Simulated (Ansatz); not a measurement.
Consider the formal exchange of groups at a C–C bond: `CC[SiH2]I` + SiH₄ → `[SiH3]C[SiH2]I` + CH₄.

Gas-phase electronic energies from Ansatz, PBE0-D4/def2-TZVP geometries. CCSD(T)/CBS adds triple-zeta CCSD(T) − MP2 to the extrapolated MP2 energy (def2 sets, frozen cores). This one scheme is used for every species. DFT in def2-TZVPP. B3LYP here is the variant with VWN-RPA as its local correlation; programs differ in this. def2 core potentials past Kr. For I outer-core shells are correlated without core-valence functions, which leaves a few kJ/mol of doubt a bond. One conformer a species, not always the lowest.

```csv
level,ΔE (kJ/mol),difference from CCSD(T)/CBS
r2SCAN-D4,-63.5,-2.6
B3LYP-D4,-59.6,1.3
ωB97X-V,-57.2,3.7
ωB97M-V,-60.5,0.4
PBE,-58.1,2.8
r2SCAN,-63.0,-2.1
PBE0,-58.6,2.3
B3LYP,-56.1,4.8
HF/def2-TZVPP,-52.0,8.9
MP2/def2-TZVPP,-62.2,-1.3
SCS-MP2/def2-TZVPP,-57.9,3.0
CCSD(T)/def2-TZVPP,-58.3,2.6
MP2/def2-QZVPP,-63.7,-2.8
SCS-MP2/def2-QZVPP,-59.4,1.5
HF/CBS(def2),-52.2,8.7
MP2/CBS(def2),-64.8,-3.9
CCSD(T)/CBS,-60.9,0
```

Largest T1 diagnostic among the species: 0.011.

The D4 term adds −3.5 kJ/mol with B3LYP and −2.0 kJ/mol with PBE0; it sums over pairs of atoms, weighted by their polarisabilities, and B3LYP, whose exchange is more repulsive, gets the larger term. In def2-TZVPP, CCSD(T) changes the Hartree–Fock value by −6.4 kJ/mol (the triples alone add −1.2 kJ/mol) and MP2 by −10.3 kJ/mol.
